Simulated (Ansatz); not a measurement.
CH5GaOSi (`[CH2]1O[SiH2][GaH]1`). Total charge 0; spin multiplicity 1. The structure was optimised at the PBE0-D4/def2-TZVP level.

```xyz
9

C     0.405   -0.112   -1.182
O    -0.895    0.329   -0.758
Si   -1.036    0.336    0.909
Ga    1.226   -0.440    0.644
H     0.888    0.671   -1.777
H     0.310   -0.999   -1.817
H    -2.143   -0.556    1.364
H    -1.363    1.701    1.419
H     2.607   -0.930    1.199
```

What is the dipole moment at ωB97M-V/def2-TZVPP? (Best estimate.)

Ansatz gave: 1.96 D, with components (1.75, -0.62, 0.61) D in this frame, pointing from negative to positive charge.

And with PBE, r2SCAN, B3LYP? (An estimate is asked.)

Computed: PBE 1.63 D, r2SCAN 1.70 D, B3LYP 1.84 D.

Give the Mulliken charges with ωB97M-V, PBE, r2SCAN in def2-TZVPP. (Estimate.)

The calculation gave: 
```csv
atom,ωB97M-V,PBE,r2SCAN
C1,-0.21,-0.12,-0.06
O2,-0.37,-0.30,-0.39
Si3,0.25,0.25,0.34
Ga4,0.17,0.15,0.19
H5,0.11,0.09,0.07
H6,0.11,0.09,0.07
H7,-0.04,-0.07,-0.09
H8,-0.04,-0.07,-0.09
H9,0.02,-0.01,-0.03
```

B3LYP here is the variant with VWN-RPA as its local correlation; programs differ in this.
